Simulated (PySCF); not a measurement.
Computed IR spectrum (relative IR intensity) of a molecule C2H8O2Si. The structure is a stationary point at PBE-D3(BJ)/def2-SVP. The values are those of a single conformer. Computed with PySCF with PBE-D3(BJ)/def2-SVP. Frequencies are harmonic and unscaled.

Lines under 2 % of the strongest are left out, and lines within 2 cm⁻¹ are merged.

ν (cm⁻¹): 195 (m), 246 (w), 299 (w), 337 (w), 631 (w), 685 (m), 739 (w), 746 (w), 818 (w), 825 (s), 873 (vs), 930 (s), 1119 (s), 1174 (s), 1224 (m), 1378 (vw), 1423 (w), 2120 (s), 2902 (m), 2968 (m), 3030 (w), 3778 (m) (against the strongest line: vs over 80 %, s over 45 %, m over 15 %, w over 4 %, vw less)

Problem. Which structure fits?
A. CO[SiH](C)O
B. COCO[SiH3]
C. CO[SiH2]CO
D. CO[SiH2]OC

Solution. A, CO[SiH](C)O
